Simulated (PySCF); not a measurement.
## Scalar relativity in Ar⁺ (argon, charge +1)

[Ne] 3s2 3p5, 2P determinant; UHF calculated with PySCF 2.14 in dyall-av3z (19s12p3d2f, 84 functions), once non-relativistic with a point nucleus and once with spin-free X2C-1e and a Gaussian nucleus.

```tsv
shell	ε non-rel. (eV)	ε X2C (eV)	rms r non-rel. (bohr, spins averaged)	rms r X2C (bohr, spins averaged)	change of radius (%)
1s α	-3242.0	-3255.0	0.09980	0.09913	-0.67
1s β	-3241.6	-3254.6	0.09980	0.09913	-0.67
2s α	-349.46	-351.82	0.4483	0.4460	-0.52
2s β	-349.07	-351.44	0.4483	0.4460	-0.52
2p α	-274.73	-274.81	0.4174	0.4167	-0.18
2p β	-274.01	-274.09	0.4174	0.4167	-0.18
3s α	-48.543	-48.808	1.485	1.479	-0.38
3s β	-44.726	-44.988	1.485	1.479	-0.38
3p α	-29.147	-29.133	1.691	1.690	-0.05
3p β	-27.623	-27.609	1.691	1.690	-0.05
```

The total energy goes from -526.2820 to -528.0976 hartree.

Ionisation energy, Ar⁺ [Ne] 3s2 3p5 (2P) → Ar²⁺ [Ne] 3s2 3p4 (3P) (eV):

```
           method  non-relativistic  spin-free X2C   shift
              UHF            26.371         26.356  -0.015
    MP2 (valence)            27.374         27.362  -0.012
SCS-MP2 (valence)            27.374         27.362  -0.013
   CCSD (valence)            27.343         27.331  -0.012
CCSD(T) (valence)            27.380         27.368  -0.012
              LDA            27.829         27.815  -0.014
              PBE            27.593         27.579  -0.015
             PBE0            27.607         27.592  -0.015
           r2SCAN            27.667         27.655  -0.012
             PW91            27.680         27.665  -0.015
```

Relativity contracts and stabilises s shells directly. The contracted s shells screen the nucleus better, so for spin-averaged p shells the direct and indirect effects partly cancel.
